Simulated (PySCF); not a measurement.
C₅H₄F₂O, SMILES O=C1C=CCC1(F)F.

Geometry optimised at PBE0-D3(BJ)/def2-SVP. The structure was generated by enumeration, and PubChem lists no compound with its InChIKey, so it may never have been made. The values are those of a single conformer.

These are PySCF with ωB97X/def2-TZVP values and carry that method's errors.

Symmetry labels are those of the subgroup Cs that the program uses (full group Cs).

Computed valence orbital energies around the gap with their symmetry:
```
orbital  symmetry  energy (eV)
-------  --------  -----------
HOMO−7         A"       -15.20
HOMO−6         A'       -14.36
HOMO−5         A"       -14.17
HOMO−4         A'       -14.12
HOMO−3         A"       -13.92
HOMO−2         A'       -13.01
HOMO−1         A"       -10.86
HOMO           A'       -10.06
LUMO           A"         0.05
LUMO+1         A"         2.83
LUMO+2         A'         3.28
LUMO+3         A'         3.96
```
